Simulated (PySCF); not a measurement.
## Spinor energies of Ce⁴⁵⁺ (cerium, charge +45)

Start: [Ne] 3s2 3p1; 3p1/2 filled at m_j = +1/2. Calculated with PySCF 2.14 in an uncontracted even-tempered set (18 s from 11 bohr⁻², ratio 2.4; 14 p from 14 bohr⁻², ratio 2.4; 4 d from 47 bohr⁻², ratio 2.6; 4 f from 71 bohr⁻², ratio 2.6): generalised Hartree-Fock with the X2C-1e Hamiltonian and a Gaussian nucleus; one run each with spin-orbit coupling (SO) switched off, then screened by Boettger's factors.

| spinor shell | electrons | ε, spin-free (eV) | ε, screened SO (eV) | weight of nominal j (screened SO) | rms radius, screened SO (bohr) |
| --- | --- | --- | --- | --- | --- |
| 1s1/2 | 2 | -43670.8 | -43662.6 | 1.000 | 0.0280 |
| 2s1/2 | 2 | -9469.1 | -9465.7 | 1.000 | 0.112 |
| 2p1/2 | 2 | -8794.3 | -9118.5 | 1.000 | 0.0958 |
| 3s1/2 | 2 | -3779.1 | -3777.7 | 1.000 | 0.268 |
| 3p1/2 | 1 | -3594.4 | -3676.2 | 1.000 | 0.255 |

**Question.** Where does 2p3/2 lie, and what is the 2p spin-orbit splitting (screened SO)?

**Answer.** At -8648.5 eV, 469.94 eV above 2p1/2.

```tsv
quantity	spin-free	screened SO
E (hartree)	-6910.90166	-6917.04257
M_J	1/2	1/2
⟨J²⟩	1.095	0.751
⟨L²⟩	2.002	2.011
⟨S²⟩	0.751	0.760
```

Each row is a mean over spinors that exchange with the open shell spreads, by up to 14.787 eV (2p1/2).

Breit and QED terms are absent; they matter most for the inner s and p1/2 levels.

Densities and radii are taken from the X2C orbitals without a picture-change correction, which distorts them close to the nucleus.

Without spin-orbit coupling the j labels of p, d and f shells carry no meaning; the spin-free column gives the mean over the occupied spinors of each nl shell, and its ⟨J²⟩ belongs to a mixture of degenerate components.
